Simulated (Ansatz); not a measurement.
`F[SiH]([AlH2])[GeH3]` + CH₃NH₂ → `C[NH][GeH3]` + `F[SiH2][AlH2]` at 500 K and 1 bar (cleavage of the Ge–Si bond).

Calculated with Ansatz (gas phase, PBE0-D4/def2-TZVP geometries, no zero-point term in ΔE). CCSD(T)/CBS adds triple-zeta CCSD(T) − MP2 to the extrapolated MP2 energy (def2 sets, frozen cores). For Ge outer-core shells are correlated without core-valence functions, which leaves a few kJ/mol of doubt a bond. Scalar relativity is left out up to krypton.

```tsv
species	CCSD(T)/CBS energy (Eh)	H − E (kJ/mol)	S (J/(mol·K))
`F[SiH]([AlH2])[GeH3]`	-2710.63746	181.7	466.4
CH₃NH₂	-95.75281	191.8	270.3
`C[NH][GeH3]`	-2173.06430	241.1	362.9
`F[SiH2][AlH2]`	-633.31837	123.2	365.2
```

H − E and S are ideal-gas, rigid-rotor, harmonic terms from PBE0-D4/def2-TZVP, for one conformer and one mirror image of each species. 1 Eh = 2625.50 kJ/mol, R = 8.31446 J/(mol·K).

Problem. By hand: ΔE, ΔH, ΔS and ΔG.

Solution. ΔE = (-2173.06430) + (-633.31837) − (-2710.63746) − (-95.75281) = 0.00760 Eh = 20.0 kJ/mol. Δ(H − E) = 241.1 + 123.2 − 181.7 − 191.8 = -9.2, so ΔH = 10.8 kJ/mol. ΔS = 362.9 + 365.2 − 466.4 − 270.3 = -8.6 J/(mol·K). ΔG = 10.8 − 500 × (-8.6)/1000 = 15.1 kJ/mol.

Problem. By hand: the equilibrium constant, and the temperature at which ΔG would vanish if ΔH and ΔS stayed fixed.

Solution. log₁₀ K = −ΔG/(RT ln 10) = -1.6. ΔH and −TΔS have one sign here, so there is no such temperature.

TΔS isn't small against ΔH here. A doubt of 5 kJ/mol in ΔE shifts log₁₀ K by 0.5 here. Other conformers and mirror images would add mixing entropy, several J/(mol·K) or more a flexible species. These are equilibria of isolated gas molecules and say nothing of rates. Largest T1 diagnostic: 0.012 (customary marks: 0.02 for closed shells, 0.045 for open ones).

ΔS is within the doubt of such terms, so its sign, and with it that verdict, could turn.
